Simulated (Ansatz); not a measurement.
**Nudged elastic band run: AlF$_{2}$H$_{5}$OSi**

The input (input.yaml):

```yaml
crystal:
  periodic: [false, false, false]
  atoms:
    - { symbol: Al, position_ang: [0.756192, -0.871173, -0.681125] }
    - { symbol: O, position_ang: [1.298613, -0.169333, -2.11925] }
    - { symbol: F, position_ang: [-0.282366, -2.166737, -0.674458] }
    - { symbol: F, position_ang: [1.620119, -0.594504, 0.717709] }
    - { symbol: H, position_ang: [-0.526005, 0.511985, -0.24441] }
    - { symbol: Si, position_ang: [-0.858377, 0.833701, 1.211199] }
    - { symbol: H, position_ang: [0.963264, -0.377494, -2.991565] }
    - { symbol: H, position_ang: [-0.915809, -0.42287, 1.994097] }
    - { symbol: H, position_ang: [0.152252, 1.804179, 1.6938] }
    - { symbol: H, position_ang: [-2.208081, 1.452345, 1.093901] }
basis:
  gaussian: { orbitals: def2-SVP }
hamiltonian:
  xc: pbe0
  dispersion: d4
neb:
  order_check: false
  images: 7
  f_tol: 0.05
  max_iterations: 60
  final_atoms:
    - { symbol: Al, position_ang: [0.50251992, -0.90543472, -0.04534564] }
    - { symbol: O, position_ang: [0.86633064, 0.16481088, -1.67119165] }
    - { symbol: F, position_ang: [-0.26311646, -2.04336397, -1.0262804] }
    - { symbol: F, position_ang: [2.03856987, -1.31786142, 0.46681149] }
    - { symbol: H, position_ang: [0.71398701, 1.11543857, -1.74855044] }
    - { symbol: Si, position_ang: [-0.83987878, 0.55057831, 1.37137788] }
    - { symbol: H, position_ang: [0.41669529, -0.28994732, -2.40090296] }
    - { symbol: H, position_ang: [-1.02843511, 0.02801033, 2.76153251] }
    - { symbol: H, position_ang: [-0.20274214, 1.90644627, 1.49901645] }
    - { symbol: H, position_ang: [-2.20412824, 0.79142205, 0.79343076] }
  initial_path:
    images:
      - { positions_ang: [[0.756192, -0.871173, -0.681125], [1.298613, -0.169333, -2.11925], [-0.282366, -2.166737, -0.674458], [1.620119, -0.594504, 0.717709], [-0.526005, 0.511985, -0.24441], [-0.858377, 0.833701, 1.211199], [0.963264, -0.377494, -2.991565], [-0.915809, -0.42287, 1.994097], [0.152252, 1.804179, 1.6938], [-2.208081, 1.452345, 1.093901]] }
      - { positions_ang: [[0.70569432, -0.98406995, -0.55621907], [1.1483733, -0.07957338, -2.02470277], [-0.28563574, -2.279172, -0.69537994], [1.69451361, -0.841634, 0.7171447], [-0.38198014, 0.4995992, -0.35157849], [-0.82420038, 0.81256437, 1.16145652], [0.91761842, -0.10238873, -2.87666035], [-0.87404402, -0.23800849, 2.09933601], [0.08803287, 1.87495721, 1.53900691], [-2.18857024, 1.33782477, 0.98749447]] }
      - { positions_ang: [[0.65519663, -1.09696689, -0.43131313], [0.99813361, 0.01018624, -1.93015554], [-0.28890548, -2.39160699, -0.71630187], [1.76890822, -1.088764, 0.71658041], [-0.23795527, 0.4872134, -0.45874697], [-0.79002376, 0.79142773, 1.11171404], [0.87197284, 0.17271654, -2.7617557], [-0.83227903, -0.05314699, 2.20457502], [0.02381373, 1.94573543, 1.38421381], [-2.16905948, 1.22330453, 0.88108794]] }
      - { positions_ang: [[0.60469895, -1.20986384, -0.3064072], [0.84789391, 0.09994586, -1.83560831], [-0.29217522, -2.50404199, -0.73722381], [1.84330283, -1.335894, 0.71601611], [-0.09393041, 0.4748276, -0.56591546], [-0.75584715, 0.7702911, 1.06197156], [0.82632727, 0.44782181, -2.64685105], [-0.79051405, 0.13171452, 2.30981403], [-0.0404054, 2.01651364, 1.22942072], [-2.14954873, 1.1087843, 0.77468141]] }
      - { positions_ang: [[0.55420126, -1.32276078, -0.18150126], [0.69765422, 0.18970548, -1.74106108], [-0.29544496, -2.61647699, -0.75814574], [1.91769744, -1.583024, 0.71545182], [0.05009445, 0.4624418, -0.67308394], [-0.72167053, 0.74915446, 1.01222908], [0.78068169, 0.72292708, -2.5319464], [-0.74874907, 0.31657603, 2.41505303], [-0.10462453, 2.08729185, 1.07462762], [-2.13003797, 0.99426406, 0.66827487]] }
      - { positions_ang: [[0.54128093, -1.21842927, -0.14746235], [0.73982333, 0.18348183, -1.72359372], [-0.28736284, -2.47319873, -0.82517941], [1.94791555, -1.51673336, 0.65329174], [0.21606759, 0.62569099, -0.94195057], [-0.75122259, 0.69951042, 1.10201628], [0.68968509, 0.46970848, -2.49918554], [-0.81867058, 0.2444346, 2.5016729], [-0.12915393, 2.04208046, 1.18072483], [-2.14856054, 0.94355356, 0.69956385]] }
      - { positions_ang: [[0.52836059, -1.11409775, -0.11342345], [0.78199243, 0.17725818, -1.70612637], [-0.27928071, -2.32992048, -0.89221307], [1.97813366, -1.45044271, 0.59113166], [0.38204073, 0.78894018, -1.21081719], [-0.78077465, 0.64986638, 1.19180348], [0.59868849, 0.21648988, -2.46642468], [-0.88859209, 0.17229318, 2.58829277], [-0.15368334, 1.99686906, 1.28682203], [-2.1670831, 0.89284306, 0.73085282]] }
      - { positions_ang: [[0.51544026, -1.00976623, -0.07938454], [0.82416154, 0.17103453, -1.68865901], [-0.27119859, -2.18664222, -0.95924674], [2.00835176, -1.38415206, 0.52897157], [0.54801387, 0.95218938, -1.47968381], [-0.81032672, 0.60022235, 1.28159068], [0.50769189, -0.03672872, -2.43366382], [-0.9585136, 0.10015176, 2.67491264], [-0.17821274, 1.95165767, 1.39291924], [-2.18560567, 0.84213256, 0.76214179]] }
      - { positions_ang: [[0.50251992, -0.90543472, -0.04534564], [0.86633064, 0.16481088, -1.67119165], [-0.26311646, -2.04336397, -1.0262804], [2.03856987, -1.31786142, 0.46681149], [0.71398701, 1.11543857, -1.74855044], [-0.83987878, 0.55057831, 1.37137788], [0.41669529, -0.28994732, -2.40090296], [-1.02843511, 0.02801033, 2.76153251], [-0.20274214, 1.90644627, 1.49901645], [-2.20412824, 0.79142205, 0.79343076]] }
```

Launched with:

```bash
$ ansatz run input.yaml --threads 2 --pin off --max-ram 3072MiB --backend cpu --events-out ev --progress --plain --runs-dir out
```

Output, in part (warnings, iteration lines, the closing report on the highest movable image, with atoms numbered from 0):

```
NEB end point (image 0): max|allowed force component| = 2.688e-2 eV/Å (the criterion of neb.relax_end_points is 1.000e-2)
NEB end point (image 8): max|allowed force component| = 2.352e-2 eV/Å (the criterion of neb.relax_end_points is 1.000e-2)
NEB iter   1: max|band force component| = 1.825e1 eV/Å  barrier→ = 2.4578 eV  barrier← = 2.3300 eV  Δτ_max = 0.2000 Å  (225 SCF iters)
NEB iter   2: max|band force component| = 2.968e0 eV/Å  barrier→ = 1.5046 eV  barrier← = 1.3768 eV  Δτ_max = 0.2000 Å  (198 SCF iters)
NEB iter   3: max|band force component| = 8.602e0 eV/Å  barrier→ = 1.8291 eV  barrier← = 1.7014 eV  Δτ_max = 0.1020 Å  (202 SCF iters)
NEB iter   4: max|band force component| = 1.865e0 eV/Å  barrier→ = 1.4986 eV  barrier← = 1.3708 eV  Δτ_max = 0.1757 Å  (189 SCF iters)
NEB iter   5: max|band force component| = 6.189e-1 eV/Å  barrier→ = 1.3904 eV  barrier← = 1.2626 eV  Δτ_max = 0.1991 Å  (189 SCF iters)
NEB iter   6: max|band force component| = 8.381e-1 eV/Å  barrier→ = 1.3642 eV  barrier← = 1.2365 eV  Δτ_max = 0.1011 Å  (189 SCF iters)
NEB iter   7: max|band force component| = 5.199e-1 eV/Å  barrier→ = 1.3393 eV  barrier← = 1.2115 eV  Δτ_max = 0.1012 Å  (192 SCF iters)
NEB iter   8: max|band force component| = 6.989e-1 eV/Å  barrier→ = 1.3072 eV  barrier← = 1.1794 eV  CI = image 4  Δτ_max = 0.1000 Å  (191 SCF iters)
NEB iter   9: max|band force component| = 2.548e-1 eV/Å  barrier→ = 1.3516 eV  barrier← = 1.2239 eV  CI = image 4  Δτ_max = 0.0792 Å  (192 SCF iters)
NEB iter  10: max|band force component| = 1.675e-1 eV/Å  barrier→ = 1.3391 eV  barrier← = 1.2113 eV  CI = image 4  Δτ_max = 0.0518 Å  (191 SCF iters)
NEB iter  11: max|band force component| = 1.484e-1 eV/Å  barrier→ = 1.3358 eV  barrier← = 1.2080 eV  CI = image 4  Δτ_max = 0.1600 Å  (194 SCF iters)
NEB iter  12: max|band force component| = 2.652e-1 eV/Å  barrier→ = 1.3331 eV  barrier← = 1.2054 eV  CI = image 4  Δτ_max = 0.0790 Å  (193 SCF iters)
NEB iter  13: max|band force component| = 1.983e-1 eV/Å  barrier→ = 1.3289 eV  barrier← = 1.2011 eV  CI = image 4  Δτ_max = 0.0800 Å  (189 SCF iters)
NEB iter  14: max|band force component| = 1.786e-1 eV/Å  barrier→ = 1.3232 eV  barrier← = 1.1954 eV  CI = image 4  Δτ_max = 0.0802 Å  (189 SCF iters)
NEB iter  15: max|band force component| = 1.950e-1 eV/Å  barrier→ = 1.3168 eV  barrier← = 1.1890 eV  CI = image 4  Δτ_max = 0.0652 Å  (193 SCF iters)
NEB iter  16: max|band force component| = 1.732e-1 eV/Å  barrier→ = 1.3094 eV  barrier← = 1.1817 eV  CI = image 4  Δτ_max = 0.0610 Å  (188 SCF iters)
NEB iter  17: max|band force component| = 1.575e-1 eV/Å  barrier→ = 1.3015 eV  barrier← = 1.1737 eV  CI = image 4  Δτ_max = 0.0532 Å  (186 SCF iters)
NEB iter  18: max|band force component| = 1.154e-1 eV/Å  barrier→ = 1.2949 eV  barrier← = 1.1672 eV  CI = image 4  Δτ_max = 0.0448 Å  (193 SCF iters)
NEB iter  19: max|band force component| = 7.705e-2 eV/Å  barrier→ = 1.2905 eV  barrier← = 1.1627 eV  CI = image 4  Δτ_max = 0.0449 Å  (188 SCF iters)
NEB iter  20: max|band force component| = 8.293e-2 eV/Å  barrier→ = 1.2881 eV  barrier← = 1.1603 eV  CI = image 4  Δτ_max = 0.0224 Å  (194 SCF iters)
NEB iter  21: max|band force component| = 3.961e-2 eV/Å  barrier→ = 1.2872 eV  barrier← = 1.1594 eV  CI = image 4  Δτ_max = 0.0385 Å  (347 SCF iters)
NEB iter  22: max|band force component| = 7.323e-2 eV/Å  barrier→ = 1.2872 eV  barrier← = 1.1594 eV  CI = image 4  Δτ_max = 0.0192 Å  (29 SCF iters)
NEB iter  23: max|band force component| = 5.701e-2 eV/Å  barrier→ = 1.2869 eV  barrier← = 1.1591 eV  CI = image 4  Δτ_max = 0.0156 Å  (185 SCF iters)
NEB iter  24: max|band force component| = 2.092e-2 eV/Å  barrier→ = 1.2867 eV  barrier← = 1.1590 eV  CI = image 4  Δτ_max = 0.0000 Å  (363 SCF iters)
Total energy: -22016.31360269 eV, -809.0846017054 hartree
Atom 0 at     0.675456    -1.018858    -0.251184 Å, force    -0.001126     0.002764    -0.002780 eV/Å
Atom 1 at     0.858255     0.138009    -1.632883 Å, force    -0.011908    -0.004691     0.006434 eV/Å
Atom 2 at    -0.337118    -2.281288    -0.620323 Å, force     0.002585     0.000080     0.002136 eV/Å
Atom 3 at     2.036835    -1.252465     0.662061 Å, force     0.001371    -0.001632     0.000361 eV/Å
Atom 4 at     0.107975     0.642199    -0.721236 Å, force     0.001893     0.000148    -0.001664 eV/Å
Atom 5 at    -0.733830     0.826430     0.956006 Å, force     0.000913     0.000675     0.002717 eV/Å
Atom 6 at     0.423536    -0.008929    -2.484532 Å, force     0.005730     0.002738    -0.003588 eV/Å
Atom 7 at    -0.863945    -0.231728     2.016210 Å, force     0.000556    -0.001260    -0.001635 eV/Å
Atom 8 at    -0.051918     2.006232     1.562003 Å, force     0.000037    -0.000036    -0.000056 eV/Å
Atom 9 at    -2.115444     1.180497     0.513775 Å, force    -0.000051     0.001213    -0.001925 eV/Å
Dipole moment:    -0.259211     0.396243    -0.471628 e Å
```

The forces met the threshold. The band force fell under the threshold earlier too, but the program's further tests of the path sent the band on. A vibrational analysis at the climbing image gives one clearly imaginary mode, 1237i cm⁻¹: a first-order saddle point. The orbitals stay closed-shell, which can raise the energy where a bond breaks towards radicals; this wasn't checked here.

Final band (atoms are numbered from 1 in the order of the input):

```tsv
image	path coordinate (Å)	energy (eV)	H5–Si6 (Å)	O2–H5 (Å)
0	0.00	0.00	1.53	2.70
1	0.61	0.01	1.52	2.64
2	1.22	0.06	1.52	2.44
3	1.83	0.38	1.55	1.95
4	2.44	1.29	1.89	1.28
5	3.00	0.67	2.38	1.00
6	3.55	0.27	2.83	0.97
7	4.11	0.13	3.33	0.97
8	4.66	0.13	3.53	0.97
```

Run time: 3.9 min on 2 threads of Intel(R) Xeon(R) 6975P-C (Granite Rapids), with other jobs on the host, peak memory 0.25 GiB.
